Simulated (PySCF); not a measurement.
CH₅FOSi₂, SMILES F[Si@@H]1[SiH2]OC1. The structure is a stationary point at PBE-D3(BJ)/def2-SVP. The structure was generated by enumeration; whether it is a known compound was not checked.

Question: Give the equilibrium geometry at PBE-D3(BJ)/def2-SVP (PySCF confirms it by a frequency run) as bond lengths and angles. (An estimate is asked for; the answer gives what the named calculation found.)

Answer: 
Atoms: F1 Si2 C3 O4 Si5 H6 H7 H8 H9 H10. Bonds (Å): F1–Si2 1.646, Si2–C3 1.932, Si2–Si5 2.341, Si2–H6 1.506, C3–O4 1.452, C3–H7 1.112, C3–H8 1.114, O4–Si5 1.721, Si5–H9 1.508, Si5–H10 1.504. Bond angles (°): F1–Si2–C3 116.8, F1–Si2–Si5 123.6, F1–Si2–H6 106.4, C3–Si2–Si5 73.0, C3–Si2–H6 114.6, Si5–Si2–H6 119.4, Si2–C3–O4 98.7, Si2–C3–H7 116.1, Si2–C3–H8 113.1, O4–C3–H7 109.6, O4–C3–H8 111.5, H7–C3–H8 107.6, C3–O4–Si5 107.4, Si2–Si5–O4 77.5, Si2–Si5–H9 118.5, Si2–Si5–H10 123.9, O4–Si5–H9 113.8, O4–Si5–H10 110.9, H9–Si5–H10 108.3.
